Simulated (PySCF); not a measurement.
**Radial density of Ar²⁺ (argon, charge +2)**

M06-2X, [Ne] 3s2 3p3 3d1, high-spin 5D determinant (an excited configuration). Calculation: PySCF 2.14, in aug-cc-pVDZ-DK; the spin-free X2C one-electron Hamiltonian (Gaussian nucleus).

```tsv
r (bohr)	4πr²ρ (e/bohr)	4πr²(ρα − ρβ)
0.00119	0.08288	0.0000
0.00200	0.2209	0.0001
0.00336	0.5621	0.0002
0.00565	1.401	0.0004
0.00950	3.335	0.0009
0.0160	7.281	0.0023
0.0269	13.66	0.0066
0.0452	19.93	0.0246
0.0760	19.71	0.0980
0.128	14.56	0.3202
0.215	18.26	0.5748
0.362	19.21	0.2401
0.609	6.501	0.2852
1.02	4.559	2.5014
1.72	3.115	2.1791
2.90	0.3884	0.3357
4.87	0.003475	0.0035
8.19	1.136e-05	0.0000
```

Densities and radii are taken from the X2C orbitals without a picture-change correction, which distorts them close to the nucleus.

The outer electron is Rydberg-like, and this basis confines it to a smaller radius and binds it less than a complete one would.
